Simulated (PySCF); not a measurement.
Coordinates in bohr (charge 0 multiplicity 1):
```
Br    0.0000    0.0000    0.0008
F     0.0000    0.0000    3.3999
F     2.2134    2.4762    0.5788
F    -2.2134    2.4762    0.5788
F    -2.2134   -2.4762    0.5788
F     2.2134   -2.4762    0.5788
F     2.0633    0.0000   -2.8566
F    -2.0633    0.0000   -2.8566
```

Level of theory: B3LYP in PySCF with Br def2-SVP, F def2-SVP; no relativity; density-fitted integrals.

This geometry of BrF₇ is a stationary point at this level.

Problem. What is the point group?

Solution. C2v.

Problem. Is it a minimum?

Solution. No: it has 1 imaginary mode, at 105i cm⁻¹ (a2).

Problem. List the harmonic modes with their infrared intensities.

Solution. 
| symmetry | ω (cm⁻¹) | IR (km/mol) | type |
| --- | --- | --- | --- |
| a2 | 105i | – | bend |
| b1 | 56 | 0.5 | bend |
| a1 | 319 | 0.0 | bend |
| b2 | 323 | 0.2 | bend |
| b1 | 385 | 7.9 | mixed |
| a2 | 401 | 0.0 | bend |
| b2 | 416 | 36.3 | bend |
| b1 | 424 | 45.3 | bend |
| a1 | 451 | 81.8 | bend |
| b2 | 476 | 8.1 | bend |
| a1 | 493 | 2.7 | mixed |
| b1 | 501 | 1.1 | mixed |
| a1 | 517 | 9.2 | mixed |
| a2 | 552 | 0.0 | stretch |
| a1 | 561 | 24.1 | stretch |
| a1 | 602 | 68.5 | stretch |
| b1 | 629 | 125 | stretch |
| b2 | 648 | 130 | stretch |

Problem. What are the dipole moment and the gap between the highest occupied and lowest empty levels?

Solution. 0.29 D and 3.15 eV.

In C2v the vibrations span 3a2 + 5b1 + 6a1 + 4b2. The a2 modes carry no infrared intensity, as symmetry demands.

This need not be the most stable arrangement of these atoms. At this level a singlet minimum of D5h symmetry lies 21 kJ/mol below this structure.
